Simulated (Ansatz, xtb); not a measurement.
**Relative energy of two isomers of C4H3NOS**

Structure I: `O=Cc1cscn1`, a singlet. Structure II: `O=Cc1nccs1`, a singlet. Both are isolated molecules in the gas phase, relaxed with B3LYP/def2-SVP; the shapes shown needn't be the lowest conformers.

I (Å):

```xyz
10

C    -2.1542   -0.3857    0.1096
C    -0.7589    0.1079    0.1630
C     0.3554   -0.6906    0.0115
C     0.7689    1.6757    0.3889
N    -0.5048    1.4430    0.3755
O    -2.4583   -1.5419   -0.0728
S     1.7771    0.2624    0.1393
H    -2.9167    0.4193    0.2554
H     0.3735   -1.7648   -0.1639
H     1.2215    2.6587    0.5403
```

II (Å):

```xyz
10

C    -2.4929   -0.3219    0.1118
C    -1.0732    0.0782    0.1484
C     1.1102   -0.0838    0.3690
C     1.0373    1.2622    0.0780
N    -0.0825   -0.7372    0.4055
O    -3.4040    0.4359   -0.1265
S    -0.5981    1.7373   -0.1621
H    -2.6424   -1.4077    0.3288
H     2.0369   -0.6273    0.5631
H     1.8563    1.9757   -0.0031
```

Quicker runs give these differences E(II) − E(I): GFN2-xTB +3.18 kJ/mol; HF/STO-3G +7.49 kJ/mol (at GFN2-xTB geometries); r2SCAN-D4/def2-SVP −4.20 kJ/mol (at GFN2-xTB geometries).

Q: Estimate which is lower in electronic energy at CCSD(T)/def2-SVP + ΔMP2/def2-TZVPP, and by roughly how much.

A: CCSD(T)/def2-SVP + ΔMP2/def2-TZVPP gives E(II) − E(I) = −0.05 kJ/mol, slightly favouring structure II, which is too small a margin to settle the true order.

How the difference moves with the method:

| level | geometry | E(II) − E(I) (kJ/mol) | departure from the last row (kJ/mol) | job, with rough time for the two |
| --- | --- | --- | --- | --- |
| GFN2-xTB | GFN2-xTB | +3.18 | +3.23 | optimisation, 0.11 s |
| HF/STO-3G | GFN2-xTB | +7.49 | +7.54 | single point, 0.42 s |
| r2SCAN-D4/def2-SVP | GFN2-xTB | −4.20 | −4.16 | single point, 4.9 s |
| B3LYP/def2-SVP | B3LYP/def2-SVP | −0.87 | −0.83 | optimisation, 35 s |
| HF/def2-SVP | B3LYP/def2-SVP | +5.97 | +6.01 | part of the CCSD(T) run |
| MP2/def2-SVP | B3LYP/def2-SVP | −2.85 | −2.80 | part of the CCSD(T) run |
| CCSD(T)/def2-SVP | B3LYP/def2-SVP | +0.57 | +0.62 | single point |
| CCSD(T)/def2-SVP + ΔMP2/def2-TZVPP | B3LYP/def2-SVP | −0.05 |  | single point, 56 s |

As drawn, both hold the same kinds of bond in the same numbers.

The largest departure from CCSD(T)/def2-SVP + ΔMP2/def2-TZVPP is that of HF/STO-3G, 7.54 kJ/mol. The last row adds to CCSD(T) the change of the MP2 difference between the two basis sets, here −0.62 kJ/mol.

With thermal terms from frequencies at re-optimised GFN2-xTB minima (ideal gas, soft modes damped towards free rotors, one conformer each, 298.15 K, 1 atm): the zero-point term adds −0.14 kJ/mol; ΔH is −0.11 and ΔG −0.30 kJ/mol.

The correlated steps freeze 11 core orbitals. Programs: Ansatz 0.2.0, xtb 6.7.1; the last row on 2 threads of Arm Neoverse V2 on a shared host.
